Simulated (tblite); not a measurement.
Input of a run (GFN2-xTB geometry optimisation, gas phase (tblite 0.8.0)), started from a force field or distance geometry:
```
{"job": {"kind": "relax", "xc": "GFN2-xTB", "basis": "xTB"}, "charge": 0, "multiplicity": 2}
C      2.442800    -0.564300     0.026500
N      2.442500     0.720100     0.235300
N      1.252900     1.466700     0.191600
C      0.021100     0.961200    -0.236600
O     -1.170000     1.227300     0.324200
C     -1.893800     0.069800     0.446300
C     -1.328900    -0.853100    -0.624800
C      0.137000    -0.533300    -0.338600
N      1.205600    -1.199200    -0.273600
H      3.335700    -1.147900     0.076000
H      1.312200     2.487100     0.487300
H     -2.986900     0.200600     0.340700
H     -1.666500    -0.466700     1.420500
H     -1.561200    -1.907400    -0.466700
H     -1.547000    -0.452900    -1.630100
```

Output (eV, eV/Å):
```
step      E/eV     max force
  0    -720.69817    4.453
  1    -721.34678    2.816
  2    -721.59836    2.416
  3    -721.84139    1.434
  4    -721.96827    0.639
  5    -722.00663    0.581
  6    -722.04572    0.423
  7    -722.06930    0.429
  8    -722.08690    0.288
  9    -722.09811    0.291
 10    -722.11249    0.327
 11    -722.12784    0.351
 12    -722.14529    0.331
 13    -722.16280    0.315
 14    -722.18066    0.310
 15    -722.20141    0.366
 16    -722.22253    0.398
 17    -722.23783    0.328
 18    -722.24958    0.253
 19    -722.26030    0.250
 20    -722.27125    0.255
 21    -722.28394    0.315
 22    -722.29875    0.385
 23    -722.31377    0.315
 24    -722.32553    0.336
 25    -722.32941    0.419
 26    -722.33956    0.245
 27    -722.34537    0.212
 28    -722.35681    0.214
 29    -722.36034    0.213
 30    -722.36576    0.156
 31    -722.36975    0.166
 32    -722.37387    0.167
 33    -722.37710    0.162
 34    -722.38104    0.176
 35    -722.38550    0.163
 36    -722.39025    0.162
 37    -722.39233    0.092
 38    -722.39311    0.061
 39    -722.39351    0.046
 40    -722.39381    0.045
 41    -722.39405    0.041
 42    -722.39430    0.046
 43    -722.39456    0.055
 44    -722.39483    0.053
 45    -722.39510    0.042
 46    -722.39538    0.043
 47    -722.39569    0.045
 48    -722.39602    0.052
 49    -722.39631    0.049
 50    -722.39653    0.036
 51    -722.39670    0.025
 52    -722.39682    0.027
 53    -722.39690    0.018
 54    -722.39694    0.018
 55    -722.39698    0.020
 56    -722.39703    0.017
 57    -722.39710    0.019
 58    -722.39716    0.016
 59    -722.39720    0.015
 60    -722.39723    0.015
 61    -722.39727    0.014
 62    -722.39731    0.016
 63    -722.39735    0.017
 64    -722.39738    0.016
 65    -722.39740    0.012
 66    -722.39742    0.010
```

Q: Summarise the run.

A: The energy falls by 164.0 kJ/mol over 66 L-BFGS steps, the largest force on an atom goes from 4.45 to 0.010 eV/Å, and the atoms move by 0.586 Å rms after alignment. The bond that changes most is C4–C8 (ends: carbon bonded to C, N and O; carbon bonded to 2 C and N), which shortens by 0.134 Å. Bonds longer at the end by more than 0.005 Å: 4 of 16; shorter: 9. Among the angles that change most is N3–C4–C8, from 108.2° to 120.2°. Among the dihedrals that turn most is H12–C6–C7–H15, from 59° to -1°. The energy never rose by more than 1e-5 eV on the way. The first step brought 38 % of the lowering.

Q: What are the final bond lengths?

A: C1=N2 1.304 Å, N2–N3 1.383 Å, N3–C4 1.354 Å, C4–O5 1.344 Å, O5–C6 1.441 Å, C6–C7 1.544 Å, C7–C8 1.498 Å, C8=N9 1.359 Å, C1–N9 1.331 Å, C4–C8 1.368 Å, C1–H10 1.081 Å, N3–H11 1.007 Å, C6–H12 1.093 Å, C6–H13 1.093 Å, C7–H14 1.091 Å, C7–H15 1.091 Å. Numbering counts from 1 in the input's order; the species is `C1=NN[C]2OCCC2=N1` [radical].

On Arm Neoverse V2, one thread, shared host with 96 logical CPUs at a one-minute load of 37, this took 0.31 s of wall time.

Its GFN2-xTB frequencies are all real (lowest 86 cm⁻¹).

These are computed values.
